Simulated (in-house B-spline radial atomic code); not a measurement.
Multiplet parameters of the 3p3 shell in Sc⁶⁺ ([Ne] 3s2 3p3). Method: non-relativistic Hartree-Fock, average of configuration, point nucleus. Calculated with a radial B-spline atomic code at the basis-set limit.

Slater integrals: F^2 = 98515 cm⁻¹. Central-field spin-orbit parameter ζ(3p) = 3355 cm⁻¹ (bare central field on non-relativistic orbitals, without two-electron terms: too large for light atoms, too small for heavy ones).

With F₂ = F^2/25 = 3941 cm⁻¹:

Task: Where do the terms lie in LS coupling, without spin-orbit interaction?

Result: In cm⁻¹ above the Hund's-rule term:
| term | expression | energy |
| --- | --- | --- |
| 4S | 0 F₂ | 0 |
| 2D | 9 F₂ | 35465 |
| 2P | 15 F₂ | 59109 |

Task: Is LS coupling a fair picture here?

Result: Unscaled Hartree-Fock integrals overestimate measured term splittings, because correlation screens the repulsion; fits to spectra scale them down, most for low charges. Here ζ is 0.85 times F₂, so LS coupling is a fair start, though levels of equal J in close terms still mix.
